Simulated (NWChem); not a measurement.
Molecule: TiH$_{4}$O$_{2}$; SMILES [OH][TiH2][OH]

```xyz
7

Ti     0.0000     0.0000    -0.3684
O      1.5150     0.0000     0.5154
H      2.0645     0.0000     1.3074
O     -1.5150     0.0000     0.5154
H     -2.0645     0.0000     1.3074
H      0.0000    -1.3773    -1.3778
H      0.0000     1.3773    -1.3778
```
Atoms are numbered in this order, from 1.

All runs: NWChem. Medium grid unless said otherwise, to which SCAN and Minnesota functionals are sensitive. Geometry: optimised at B3LYP/6-31G* (spherical d). Hybrids' shares of exact exchange are those that their runs print; pure functionals count as 0. The functionals differ in more than this share.

| row | share of exact exchange | highest occupied level (eV) |
|---|---|---|
| SCAN/def2-SVP | 0.00 | -6.79 |
| B3LYP/def2-SVP | 0.20 | -7.67 |
| r2SCAN0/def2-SVP | 0.25 | -8.20 |
| M06-2X/def2-SVP | 0.54 | -9.34 |
| Hartree-Fock/def2-SVP | 1.00 | withheld |

Task: Fit a straight line of the last column on the one before it, predict the withheld value, and compare with the run.

Result: 
1. Means of the 4 shown rows: x = 0.247, y = -8.000. Slope Σ(x − x̄)(y − ȳ)/Σ(x − x̄)² = -0.7076/0.1491 = -4.747; intercept -6.825.
2. The shown rows scatter about the line by 0.112 (root mean square); the largest residual is -0.19, at r2SCAN0/def2-SVP.
3. At x = 1.00 (Hartree-Fock/def2-SVP; beyond the shown range) the line gives -11.57.
4. The run gives -11.68, -0.11 from the line, 1.0 times the scatter.
